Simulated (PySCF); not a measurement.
Cu₃Cl₃, optimised at PBE/def2-SVP:

```xyz
6

Cu     0.8094    -1.1886     0.1960
Cl     2.5327     0.1820    -0.0265
Cu     0.6195     1.2943    -0.0332
Cl    -1.4406     2.1024    -0.0028
Cu    -1.4421    -0.1005     0.2095
Cl    -1.1053    -2.2793     0.4014
```

Computed with PySCF (xtb for GFN2) and rigid-rotor harmonic-oscillator thermochemistry at 1 bar. 6-31G* has spherical d functions here. All species are closed-shell singlets. B3LYP is the form with VWN-RPA correlation. Cu: all electrons, no relativistic terms.

**Question.** List the harmonic frequencies (cm⁻¹, unscaled) at this level and at the other levels, each on its own geometry.

**Answer.** 
- PBE/def2-SVP: 79, 80, 106, 129, 130, 198, 206, 206, 291, 304, 386, 386
- B3LYP/6-31G*: 51, 52, 64, 182, 182, 198, 198, 273, 306, 322, 394, 394
- GFN2-xTB: 47, 47, 62, 65, 65, 95, 199, 199, 232, 303, 303, 313
- HF/6-31G*: 49, 49, 75, 106, 106, 166, 196, 196, 294, 302, 373, 373
- PBE0/def2-TZVP: 80, 80, 111, 111, 111, 154, 220, 220, 305, 311, 380, 380
